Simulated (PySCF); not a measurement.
Isomers of C8H9F3O, one GFN2-xTB conformer each. Single-point energies are computed at PBE0/pcSseg-1 (PySCF, gas phase, no added dispersion term), electronic only.

**Question.** Rank them by PBE0/pcSseg-1 energy, lowest first (kcal/mol).
A. `[CH2:1]=[C:2]=[C:3]([CH2:4][CH2:5][CH3:6])[C:7](=[O:8])[C:9]([F:10])([F:11])[F:12]` with C2–C3–C4–C5 -97°, C3–C4–C5–C6 -178°, C2–C3–C7–O8 -178°
B. `[F:1][C:2]([F:3])([F:4])[O:5][C@@:6]12[CH:7]=[CH:8][C@@H:9]([CH2:10][CH2:11]1)[CH2:12]2` with C2–O5–C6–C7 76°
C. `[CH3:1][C:2]#[C:3][C@@H:4]([CH2:5][CH3:6])[C:7](=[O:8])[C:9]([F:10])([F:11])[F:12]` with C3–C4–C5–C6 -66°, C3–C4–C7–O8 -115°
D. `[O:1]=[C:2]([C@@H:3]1[CH2:4][C@@H:5]2[CH2:6][C@@H:7]2[CH2:8]1)[C:9]([F:10])([F:11])[F:12]` with O1–C2–C3–C4 117°, C2–C3–C4–C5 -147°, C3–C4–C5–C6 80°, C4–C5–C6–C7 -98°, C5–C6–C7–C8 97°

**Answer.** B (0.0), D (7.5), A (27.7), C (32.5).

As drawn, the lowest has a C=C bond outside aromatic rings, which the highest lacks; the highest has a C=O bond and a C≡C bond, which the lowest lacks. GFN2-xTB itself gives, in the same order: 0.0, 24.7, 54.3, 53.7. Both levels put the same isomer lowest; measured from each level's own lowest isomer, the values differ by up to 26.6 kcal/mol (C=C=C(CCC)C(=O)C(F)(F)F: 54.3 against 27.7).

**Question.** Which frontier levels, dipoles and rotational constants go with these structures?

**Answer.** 
```csv
SMILES,"HOMO (eV, PBE0/pcSseg-1)",LUMO (eV),dipole (D),"A, B, C (MHz)"
FC(F)(F)O[C@@]12C=C[C@@H](CC1)C2,-7.48,0.00,3.34,"2131, 665.4, 639.3"
O=C([C@@H]1C[C@@H]2C[C@@H]2C1)C(F)(F)F,-7.94,-1.55,3.23,"2021, 576.9, 527.6"
C=C=C(CCC)C(=O)C(F)(F)F,-8.04,-2.25,3.81,"1452, 593.6, 478.4"
CC#C[C@@H](CC)C(=O)C(F)(F)F,-7.62,-1.65,3.21,"1069, 728.0, 515.7"
```
